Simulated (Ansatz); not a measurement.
`[GeH3][Br]` and `[Br][GeH2][Br]` differ in one atom or group.

Ansatz, PBE0-D4/def2-TZVP geometries, multiplicity 1. 

Scalar relativity is left out up to krypton.

| property | `[GeH3][Br]` |
| --- | --- |
| LUMO energy (ωB97M-V/def2-TZVPP) / eV | 1.27 |
| HOMO energy (PBE0/def2-TZVPP) / eV | -8.26 |
| size of the dipole moment (ωB97M-V/def2-TZVPP) / D | 1.95 |
| LUMO energy (PBE0/def2-TZVPP) / eV | -0.63 |
| HOMO–LUMO gap (B3LYP/def2-TZVPP) / eV | 7.10 |
| HOMO energy (PBE/def2-TZVPP) / eV | -6.99 |

(1) Give the same properties after the change, and the shifts. (Best estimate.)

## Answers

(1) The calculation gave: 
| property | `[Br][GeH2][Br]` | shift |
| --- | --- | --- |
| LUMO energy (ωB97M-V/def2-TZVPP) / eV | 0.66 | -0.61 |
| HOMO energy (PBE0/def2-TZVPP) / eV | -8.52 | -0.26 |
| size of the dipole moment (ωB97M-V/def2-TZVPP) / D | 1.76 | -0.19 |
| LUMO energy (PBE0/def2-TZVPP) / eV | -1.27 | -0.64 |
| HOMO–LUMO gap (B3LYP/def2-TZVPP) / eV | 6.67 | -0.43 |
| HOMO energy (PBE/def2-TZVPP) / eV | -7.23 | -0.24 |

With PBE0 the HOMO falls by 0.26 eV and the LUMO falls by 0.64 eV, so the gap narrows by about 0.38 eV. PBE moves the HOMO by -0.24 eV and ωB97M-V by -0.22 eV. Dipoles are sizes alone; their direction can turn.

B3LYP here is the variant with VWN-RPA as its local correlation; programs differ in this.

Spin–orbit coupling is left out; it splits and shifts lone-pair levels of the heavy atoms by tenths of an eV.
